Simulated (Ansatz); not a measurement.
Consider the ligand exchange at the Si–O bond: `N[SiH](O)Cl` + CH₃SH → `CS[SiH](N)Cl` + H₂O.

Computed with Ansatz on PBE0-D4/def2-TZVP structures; ΔE is electronic, products minus reactants. CBS: MP2 limit from def2 TZ/QZ plus the TZ coupled-cluster correction, frozen cores. This one scheme is used for every species. Functionals use def2-TZVPP. B3LYP here is the variant with VWN-RPA as its local correlation; programs differ in this. HSE06 is defined as in plane-wave codes. One conformer a species, not always the lowest.

```csv
level,ΔE (kcal/mol),difference from CCSD(T)/CBS
LDA (SPW92),10.0,-0.3
PBE-D4,8.1,-2.2
revPBE-D4,7.2,-3.1
r2SCAN-D4,11.0,0.7
B97M-V,11.6,1.3
PBE0-D4,8.9,-1.4
B3LYP-D4,11.0,0.7
r2SCANh-D4,11.0,0.7
r2SCAN0-D4,11.1,0.8
BHLYP-D4,12.2,1.9
CAM-B3LYP-D4,13.0,2.7
ωB97X-V,11.5,1.2
ωB97M-V,11.4,1.1
B2PLYP,13.0,2.7
PBE-QIDH,10.7,0.4
PBE,10.0,-0.3
revPBE,10.3,0.0
BLYP,13.9,3.6
r2SCAN,11.5,1.2
PBE0,10.6,0.3
B3LYP,14.0,3.7
r2SCANh,11.6,1.3
r2SCAN0,11.7,1.4
HSE06,10.5,0.2
BHLYP,15.0,4.7
LC-ωPBE,11.9,1.6
RPA@PBE/def2-TZVPP,12.3,2.0
HF/def2-SVP,14.6,4.3
MP2/def2-SVP,10.8,0.5
CCSD/def2-SVP,11.9,1.6
CCSD(T)/def2-SVP,11.2,0.9
HF/def2-TZVPP,17.0,6.7
MP2/def2-TZVPP,10.4,0.1
CCSD/def2-TZVPP,12.8,2.5
CCSD(T)/def2-TZVPP,11.7,1.4
HF/def2-QZVPP,17.3,7.0
MP2/def2-QZVPP,9.7,-0.6
HF/CBS(def2),17.3,7.0
MP2/CBS(def2),9.0,-1.3
CCSD/CBS(def2),11.4,1.1
CCSD(T)/CBS,10.3,0
```

Largest T1 diagnostic among the species: 0.010.

From BLYP to BHLYP (50 % exact exchange), in def2-TZVPP and without D4, ΔE moves by +1.1 kcal/mol. The D4 term adds −3.0 kcal/mol with B3LYP and −1.7 kcal/mol with PBE0; it sums over pairs of atoms, weighted by their polarisabilities, and B3LYP, whose exchange is more repulsive, gets the larger term.
